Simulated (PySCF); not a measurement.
A run for PySCF: R-B3LYP/6-31G* on C3H6O (SMILES CC(C)=O).

```python
from pyscf import gto, scf, dft, mp
from pyscf.data.elements import chemcore

mol = gto.M(
    atom='''
    C     0.31886774    1.27053332    3.54200939
    C     0.15799575   -0.21876504    3.71036387
    C     0.51551832   -0.79577064    5.05719543
    O    -0.24580143   -0.93181672    2.81311604
    H     1.26383674    1.60760669    3.97264691
    H     0.25121249    1.55384947    2.49420682
    H    -0.47913419    1.77138903    4.09851256
    H     0.21181326   -1.83816141    5.11534317
    H     1.59701468   -0.72412217    5.20290613
    H     0.04952004   -0.21947195    5.85938163
    ''',
    basis='6-31g*',
    cart=True,
    charge=0, spin=0, verbose=3, max_memory=1800)
mf = dft.RKS(mol, xc='b3lyp')
mf.conv_tol = 1e-8
mf.max_cycle = 100
mf.kernel()
if not mf.converged:
    mf = mf.newton().run(mf.mo_coeff, mf.mo_occ)
```

Give the final energy of this run.

-193.1552 hartree.
